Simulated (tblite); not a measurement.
Parent: `[O:1]=[CH:2][CH2:3][CH2:4][SiH2:5][SiH2:6][SiH3:7]` with O1–C2–C3–C4 16°, C2–C3–C4–Si5 -48°, C3–C4–Si5–Si6 99°, C4–Si5–Si6–Si7 -14°, C3H12OSi3.

Computed geometry: GFN2-xTB, gas phase. One conformer each, not checked by frequencies here.

| coordinate of the parent | value |
| --- | --- |
| O1=C2 | 1.202 Å |
| C2–C3 | 1.489 Å |
| C3–C4 | 1.521 Å |
| C4–Si5 | 1.920 Å |
| Si5–Si6 | 2.312 Å |
| Si6–Si7 | 2.314 Å |
| O1–C2–C3 | 124.6° |
| C2–C3–C4 | 112.4° |
| C3–C4–Si5 | 113.1° |
| C4–Si5–Si6 | 113.1° |
| Si5–Si6–Si7 | 117.0° |

Question: In one relative the bonds that all share with the parent change as follows (parent's numbers): C3–C4 -0.075, C4–Si5 +0.037, Si5–Si6 +0.013, Si6–Si7 +0.015 Å. Which is it?
A. `[O:1]=[CH:2][CH2:3][SiH2:4][SiH2:5][SiH2:6][SiH3:7]` with O1–C2–C3–Si4 64°, C2–C3–Si4–Si5 -56°, C3–Si4–Si5–Si6 83°, Si4–Si5–Si6–Si7 -39°
B. `[O:1]=[CH:2][C@H:3]([SH:4])[CH2:5][SiH2:6][SiH2:7][SiH3:8]` with O1–C2–C3–S4 131°, C2–C3–S4–H -66°, C2–C3–C5–Si6 -47°, C3–C5–Si6–Si7 99°, C5–Si6–Si7–Si8 -13°

Answer: A. The changes in all of them (Å):

| SMILES | C3–C4 | C4–Si5 | Si5–Si6 | Si6–Si7 |
| --- | --- | --- | --- | --- |
| O=CC[SiH2][SiH2][SiH2][SiH3] | -0.075 | +0.037 | +0.013 | +0.015 |
| O=C[C@H](S)C[SiH2][SiH2][SiH3] | -0.014 | +0.005 | +0.003 | +0.004 |

Atoms are paired thus: O=CC[SiH2][SiH2][SiH2][SiH3]: C3 = C2, C4 = C3, Si5 = Si4, Si6 = Si5, Si7 = Si6; O=C[C@H](S)C[SiH2][SiH2][SiH3]: O1 = O1, C2 = C2, C3 = C3, C4 = C5, Si5 = Si6, Si6 = Si7, Si7 = Si8.
